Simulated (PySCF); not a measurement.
Spectroscopy problems

- shieldings: GIAO PBE0/pcSseg-1
- GFN2-xTB structure
- program: PySCF 2.14.0 with density-fitted response routines
- non-relativistic Hamiltonian, no solvent, averaged over atoms made equivalent by symmetry, fast rotation or ring inversion, a single conformation

References, each an isolated molecule treated in the same way: 1H (σref 31.72), 13C (σref 186.93) against TMS. Splittings of carbon signals by F and P are missing where no couplings were computed. Where no couplings were computed, multiplicities follow the n + 1 count of equivalent neighbours, and m marks all less simple cases (inequivalent or close neighbours, rings, F or P nearby). Shifts are as computed. Against solution values, carbons near 30 ppm lie about +3 ppm off and those near 130 ppm about +5 ppm. Of 1211 compounds with measured shifts, 218 miss one by over three times the rms of a fit or turn the order of signals round; such compounds aren't used in these exercises. OH and NH positions are gas-phase values without hydrogen bonding to other molecules.

Problem. C3H15N2PSi2. 1H NMR (600 MHz, computed): δ 5.70 (m, 1H), 3.74 (d, 3H), 2.35 (s, 6H), 1.99 (m, 1H), 1.00 (m, 2H), 0.62 (br s, 2H). 13C{1H} NMR (computed): δ 47.5, 46.6. Give a structure.

Solution. SMILES CN(C)[C@@H]([SiH3])[Si@@H](N)P. 2 carbon signals for 3 carbons: some carbons are equivalent by symmetry or fast rotation. Carbon types of the structure: 1 × CH, 2 × CH3, leaving 8 H on heteroatoms. δC 47.5: methyl carbon bonded to N; deshielded by the electronegative neighbour. δC 46.6: sp3 CH bonded to N and 2 Si; deshielded by the electronegative neighbour. δH 2.35: hydrogen on a methyl carbon bonded to N; its carbon carries N, which withdraws density. δH 0.62: hydrogen on a nitrogen bonded to Si; labile proton, position sensitive to the medium.

This is the structure that produced the data.

Problem. C7H11PSi. 1H NMR (500 MHz, computed): δ 6.99 (m, 1H), 6.96 (m, 1H), 6.04 (m, 1H), 5.44 (m, 1H), 5.16 (m, 1H), 4.45 (m, 3H), 2.39 (s, 3H). 13C{1H} NMR (computed): δ 168.6, 167.9, 147.7, 141.6, 129.8, 124.2, 22.9. Give a structure.

Solution. `c1([SiH3])c(C)cc(C=C)[pH]1`. 7 carbon signals for 7 carbons: no two carbons are equivalent. Carbon types of the structure: 3 × C, 2 × CH, 1 × CH2, 1 × CH3, leaving 4 H on heteroatoms. δC 168.6, 167.9, 129.8: unsaturated ring carbon. δC 147.7: unsaturated ring CH. δC 141.6: alkene CH; as expected for a trigonal carbon in a double bond. δC 124.2: terminal =CH2 carbon; an sp2 carbon of a C=C bond.

The data come from this structure; uniqueness wasn't tested.
